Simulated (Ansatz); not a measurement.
CH5InOS2, SMILES `C[O][In]([SH])[SH]`, relaxed with RKS PBE0-D4/def2-TZVP in Ansatz 0.2.0 from a GFN2-xTB geometry. The force threshold is 0.005 eV/Å; the program also tests the step.

Charge 0, multiplicity 1. In takes the def2 core potential.

Start:

```xyz
10

C    -1.417    1.290   -0.436
O    -0.985   -0.045   -0.396
In    0.798   -0.697    0.250
S     2.474    0.829    1.153
S     0.853   -3.095   -0.033
H    -2.465    1.275   -0.748
H    -1.355    1.775    0.545
H    -0.846    1.881   -1.160
H     3.316   -0.178    1.351
H    -0.373   -3.034   -0.527
```

| step | energy (eV) | largest force (eV/Å) | largest move (Å) |
| --- | --- | --- | --- |
| 1 | -30003.2448 | 0.786 | 0.000 |
| 2 | -30003.2639 | 0.618 | 0.157 |
| 3 | -30003.3135 | 0.422 | 0.187 |
| 4 | -30003.3228 | 0.173 | 0.051 |
| 5 | -30003.3282 | 0.032 | 0.086 |
| 6 | -30003.3288 | 0.033 | 0.027 |
| 7 | -30003.3290 | 0.012 | 0.026 |
| 8 | -30003.3291 | 0.004 | 0.007 |

End:

```xyz
10

C    -1.359    1.318   -0.407
O    -1.059   -0.055   -0.430
In    0.684   -0.747    0.195
S     2.248    0.824    1.044
S     0.971   -3.087    0.018
H    -2.409    1.446   -0.692
H    -1.230    1.769    0.586
H    -0.750    1.893   -1.117
H     3.161   -0.124    1.313
H    -0.257   -3.237   -0.509
```

It took 30 s on 2 threads of an AMD EPYC 7R13 on a shared host and a share of an NVIDIA H100 80 GB, with 0.9 GiB of host memory at the peak.
